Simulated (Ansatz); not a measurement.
The cluster B8⁺. Total charge 1; doublet. Geometry PBE-D4/def2-SVP; atoms count from 1.

```xyz
8

B    -0.730   -0.099   -1.062
B     1.063   -0.602   -1.026
B    -0.970    1.285   -0.266
B     0.247   -1.139    0.559
B     0.166    0.074    1.621
B     0.676    0.603   -0.020
B    -0.150   -1.623   -0.951
B    -0.302    1.500    1.145
```

Another isomer (doublet) lies 0.88 eV lower at PBE0-D4/def2-TZVP; other spin states weren't run for this one.

Estimate the Mulliken populations from the PBE0/def2-TZVP orbitals of Ansatz.


```csv
atom,charge (e),spin (α − β)
B1,0.00,0.03
B2,0.20,0.37
B3,0.16,0.13
B4,0.00,0.03
B5,0.16,0.13
B6,-0.14,-0.07
B7,0.37,0.19
B8,0.25,0.18
```
Mulliken values and Mayer orders depend strongly on the basis.

Where does the spin sit?

Summed by element: B 1.00, of 1 unpaired in all. Largest on single atoms: B2 0.37, B7 0.19, B8 0.18.

And the Mayer bond orders between bonded heavy atoms (over 0.3)?

B1–B2 0.54 (1.86 Å); B1–B3 1.08 (1.61 Å); B1–B6 0.44 (1.89 Å); B1–B7 0.93 (1.63 Å); B2–B4 0.54 (1.86 Å); B2–B6 0.90 (1.62 Å); B2–B7 1.03 (1.59 Å); B3–B6 0.54 (1.80 Å); B3–B8 1.15 (1.57 Å); B4–B5 1.08 (1.61 Å); B4–B6 0.44 (1.89 Å); B4–B7 0.93 (1.63 Å); B5–B6 0.54 (1.80 Å); B5–B8 1.15 (1.57 Å); B6–B8 0.63 (1.77 Å).
